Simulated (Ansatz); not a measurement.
Ideal-gas functions of F₃GeI (`[F][Ge]([F])([F])[I]`) at 600 K and 1 bar, from an Ansatz frequency run at PBE0-D4/def2-TZVP.

Molar mass 256.51 g/mol, point group C3v (symmetry number 3), electronic degeneracy 1, moments of inertia 141.791, 561.253, 561.255 u Å². Harmonic wavenumbers (cm⁻¹, unscaled): 137, 137, 213, 234, 234, 318, 731, 765, 765.

Use S(trans) = R[1.5 ln M + 2.5 ln T − 1.1517]; rotational temperatures θ = 24.2544 K / I; S(rot) = R[ln(√π/σ · √(T³/θAθBθC)) + 1.5]; for each mode x = 1.438777 ν̃/T, S = R[x/(eˣ − 1) − ln(1 − e⁻ˣ)] and H = RT x/(eˣ − 1); 1 cm⁻¹ = 0.0119627 kJ/mol; R = 8.31446 J/(mol·K).

Q: By hand: the entropy, in J/(mol·K).

A: Translation 192.6. Rotation: θ = 0.1711, 0.0432, 0.0432 K, giving 121.3. Vibration, mode by mode: 17.61, 17.61, 13.99, 13.23, 13.23, 10.77, 4.64, 4.35, 4.35, in all 99.8. Electronic 0.0. Sum 413.7 J/(mol·K).

Q: By hand: H − E and G − E in kJ/mol, counted from the electronic energy.

A: Zero-point energy ½ × 3534 × 0.0119627 = 21.1; thermal vibration 28.3; translation, rotation and pV give 4 RT = 20.0. H − E = 69.4 kJ/mol, and G − E = 69.4 − 600 × 413.7/1000 = -178.8 kJ/mol.

Vibration gives 24 % of the entropy, 35.2 J/(mol·K) of it from the modes under 150 cm⁻¹: soft modes count most, and the harmonic formula is weakest for them.
